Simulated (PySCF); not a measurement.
**Static response to an electric field**

Compound: C₆H₁₁P.
Structure used (GFN2-xTB), in Å, numbered top down from 1:
```xyz
18
C6H11P angstrom
C      3.0657    1.1871    0.2930
C      2.4822    0.1787    0.0162
C      1.7702   -1.0320   -0.3129
P      0.0890   -1.1124    0.5206
C     -0.9191   -0.1087   -0.7056
C     -2.3945   -0.4569   -0.5329
C     -0.6813    1.3805   -0.4793
H      3.5832    2.0681    0.5293
H      1.6522   -1.1162   -1.3984
H      2.3400   -1.8926    0.0531
H     -0.2290   -2.3464   -0.0761
H     -0.6017   -0.3751   -1.7226
H     -2.7232   -0.2224    0.4782
H     -2.5672   -1.5174   -0.7106
H     -3.0030    0.1139   -1.2328
H     -0.9790    1.6592    0.5302
H     -1.2643    1.9696   -1.1856
H      0.3710    1.6295   -0.6048
```

Level: CAM-B3LYP/def2-SVPD (PySCF), static field, nuclei fixed, core orbitals frozen in the response. The polarisability tensor in these axes (au):

```
x   110.56   8.92   5.32
y     8.92  99.33  -0.06
z     5.32  -0.06  78.33
```

Q: What are the eigenvalues, a third of the trace, and Δα (Δα² = ½Σ(αi − αj)² over the three pairs)?

A: Principal values 77.37, 94.80 and 116.06 au; mean 96.08 au = 14.24 Å³ = 15.84 × 10⁻⁴⁰ C²·m²/J; Δα = 33.57 au (35 % of the mean).

Q: What is the dipole moment, and where does it point?

A: (-0.39, -0.23, -1.30) D, 1.38 D in size, pointing from the negative to the positive side. Measured along this direction, the outermost atoms are H8 at the negative end and H15 at the positive end.

Q: Find the Langevin capture rate constant for NO+ (29.998 u) meeting this molecule (114.060 u), k = 2.342 × 10⁻⁹ cm³/s × √(α in Å³ / reduced mass in u).

A: The reduced mass is 23.75 u, so k = 1.81 × 10⁻⁹ cm³/s. The formula leaves out the permanent dipole, which adds to the capture rate.

Q: Give the principal axes and the span of the nuclei along them.

A: Largest value along (0.88, 0.47, 0.12), where the nuclei span 7.21 Å; middle along (-0.45, 0.88, -0.15), 5.20 Å; least along (-0.18, 0.07, 0.98), 2.68 Å. The response follows the extents in order.

Q: Sum over states: ᾱ = Σ f/ω², ω in Eh. What share falls to these 8 lowest TDDFT singlets (eV, f)? 6.45, 0.0126; 6.51, 0.0069; 6.59, 0.1106; 6.74, 0.0167; 6.80, 0.0064; 7.21, 0.0110; 7.25, 0.0658; 7.51, 0.0144.

A: They add up to 3.88 au, 4.0 % of the 96.08 au; the largest single term is 1.89 au, from the state at 6.59 eV. Terms in order: 0.22, 0.12, 1.89, 0.27, 0.10, 0.16, 0.93, 0.19 au. Higher excitations give the rest. The strengths listed sum to 0.244.

Q: Orientational against electronic polarisability at 273 K (dilute gas, rigid molecules)?

A: In Gaussian units μ²/3kT = 16.88 Å³ against 14.24 Å³, a ratio of 1.19; the Debye molar polarisation (4π/3)N_A(α + μ²/3kT) is 78.5 cm³/mol, leaving out the vibrational part.

Q: Give the eigenvalues of the traceless quadrupole moment Θ = ½Σq(3rr − r²1), origin at the centre of nuclear charge.

A: -5.02, -0.02, 5.04 D·Å. The values depend on the origin, since the dipole doesn't vanish. The electronic extent ⟨r²⟩ about the same centre is 1144 bohr², a root-mean-square distance of 2.27 Å for the 62 electrons.

The structure is a single GFN2-xTB conformer in the gas phase; no vibrational or solvent corrections.
